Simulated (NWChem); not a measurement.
# Relativistic effects in F$_{3}$Sb

```xyz
4

Sb     0.0037     0.3481     0.0000
F     -0.8232    -0.6488     1.4139
F     -0.8232    -0.6488    -1.4139
F      1.6256    -0.6747     0.0000
```
Charge 0, spin multiplicity 1.

All runs are NWChem calculations. All single points use one geometry, from PBE0/def2-SVP with def2 effective core potentials on Sb, a minimum by its harmonic frequencies.

Functional PBE0, all-electron basis x2c-SVPall-2c, contracted for the X2C Hamiltonian and used here with ZORA. The ion keeps the geometry and has multiplicity 2 in the scalar run; the spin-orbit run starts from the same electron counts.

Costs are rough ratios of processor time within this set of runs, SCF included, with scalar ZORA as 1.

The structure started from a generated list of species. No SCF solution was tested for a lower state.

| Hamiltonian | ΔSCF ionisation energy (eV) | HOMO (eV) | LUMO (eV) | gap (eV) | relative cost |
|---|---|---|---|---|---|
| scalar ZORA | 12.15 | -9.59 | -1.51 | 8.07 | 1 |
| spin-orbit ZORA | 12.15 | -9.59 | -1.69 | 7.89 | under 3 |

From scalar ZORA to spin-orbit ZORA the ionisation energy stays essentially unchanged.
